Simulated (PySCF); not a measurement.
Bonds: Al1-F2 1.653 Å, Al1-F3 1.650 Å, Al1-N4 1.769 Å, N4-Al5 1.769 Å, Al5-F6 1.650 Å, Al5-F7 1.653 Å. N4 carries H8.

Method: shielding tensors at B3LYP/pcSseg-1 (pcSseg-2 on Al) (GIAO), PBE0-D3(BJ)/def2-SVP structure, in PySCF (non-relativistic, a single conformation, equivalent nuclei averaged, isolated molecule).

Scale: 1H vs TMS; 27Al against [Al(H2O)6]3+; CFCl3 for 19F; NH3 for 15N (reference shieldings calculated alike).

```csv
atoms,nucleus,count,δ (ppm)
H8,1H,1,?
Al1/Al5,27Al,2,111.9
N4,15N,1,-4.8
F2/F3/F6/F7,19F,4,?
```

Question: Fill in the missing shifts.

Answer: 
- H8: -0.11 ppm, hydrogen on a nitrogen bonded to 2 Al
- F2/F3/F6/F7: -187.8 ppm, fluorine bonded to Al

OH and NH positions are those of a molecule without intermolecular hydrogen bonds; in solution they move with solvent, concentration and temperature, and exchange usually removes their couplings. Unscaled 19F shifts against computed CFCl3 carry errors that often reach 10 to 50 ppm. Experimental scales use liquid or dissolved standards, which lie at an offset from isolated NH3 (liquid NH3: subtract about 20 ppm).
